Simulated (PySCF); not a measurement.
## Bonding in `CN=[P@]12CCC[C@H]1CCC2`

C₈H₁₆NP.
Numbering: `[CH3:1][N:2]=[P@:3]12[CH2:4][CH2:5][CH2:6][C@H:7]1[CH2:8][CH2:9][CH2:10]2` (hydrogens: H11, H12, H13 on C1; H14, H15 on C4; H16, H17 on C5; H18, H19 on C6; H20 on C7; H21, H22 on C8; H23, H24 on C9; H25, H26 on C10)

Structure used (PBE0-D3(BJ)/def2-SVP), in Å, numbered top down from 1:
```xyz
26
C8H16NP angstrom
C      2.8704   -0.3870   -0.3806
N      2.0186    0.5184    0.3335
P      0.4912    0.2659    0.5694
C     -0.0973   -1.4040    1.1332
C     -0.8435   -1.9750   -0.0712
C     -1.6894   -0.8399   -0.6535
C     -0.8108    0.4107   -0.7831
C     -1.5116    1.7375   -0.4784
C     -1.5982    1.8850    1.0456
C     -0.2131    1.5828    1.6191
H      2.8369   -1.4389   -0.0190
H      2.6702   -0.4333   -1.4732
H      3.9224   -0.0682   -0.2805
H      0.7601   -2.0086    1.4623
H     -0.7738   -1.2765    1.9945
H     -0.1134   -2.3144   -0.8266
H     -1.4572   -2.8507    0.1926
H     -2.1416   -1.1205   -1.6181
H     -2.5275   -0.6327    0.0352
H     -0.3013    0.4307   -1.7591
H     -2.5049    1.7984   -0.9529
H     -0.9111    2.5681   -0.8852
H     -1.9490    2.8863    1.3395
H     -2.3354    1.1693    1.4484
H      0.4828    2.4271    1.4925
H     -0.2172    1.3034    2.6823
```

Bond orders from the PBE0/pcSseg-1 density (PySCF). Isolated species at its PBE0-D3(BJ)/def2-SVP geometry (one conformer only).

Question: Where do the orders between heavy atoms depart from those drawn in the SMILES?

Answer: The largest departure is 0.253, at N2–P3 (drawn double, 1.747). Drawn single, order below 0.88: P3–C4 (0.865) and C7–P3 (0.804).

Question: Give the Mayer order of every bond between heavy atoms, beside its length.

Answer: 
| bond | drawn as | length (Å) | Mayer order |
| --- | --- | --- | --- |
| C1–N2 | single | 1.434 | 1.006 |
| N2–P3 | double | 1.566 | 1.747 |
| P3–C4 | single | 1.858 | 0.865 |
| C4–C5 | single | 1.527 | 1.024 |
| C5–C6 | single | 1.531 | 1.025 |
| C6–C7 | single | 1.534 | 0.956 |
| C7–C8 | single | 1.531 | 1.022 |
| C8–C9 | single | 1.534 | 1.012 |
| C9–C10 | single | 1.529 | 1.013 |
| C7–P3 | single | 1.883 | 0.804 |
| C10–P3 | single | 1.826 | 0.960 |

Bonds between the same two heavy elements. C–P: lowest C7–P3 (0.804, 1.883 Å), highest C10–P3 (0.960, 1.826 Å). C–C: lowest C6–C7 (0.956, 1.534 Å), highest C5–C6, C4–C5 and C7–C8 (1.025, 1.531 Å). Bonds named together lie within 0.004.

Question: And the bonds to hydrogen?

Answer: C–H: 0.93 to 0.97 (16 bonds).

Question: Sum the orders of all bonds at each heavy atom with more than one neighbour and set the sums beside the valence in the SMILES.

Answer: C1 3.880 (drawn 4), N2 2.753 (drawn 3), P3 4.376 (drawn 5), C4 3.755 (drawn 4), C5 3.948 (drawn 4), C6 3.879 (drawn 4), C7 3.722 (drawn 4), C8 3.932 (drawn 4), C9 3.925 (drawn 4), C10 3.837 (drawn 4). Orders between atoms that aren't bonded are not in these sums.

Mayer orders depend on the basis set.

The run behind these numbers computed NMR shieldings as well. On Arm Neoverse V2, one thread (shared host), this took 66 s of wall time and 1.3 GiB of memory at its peak.
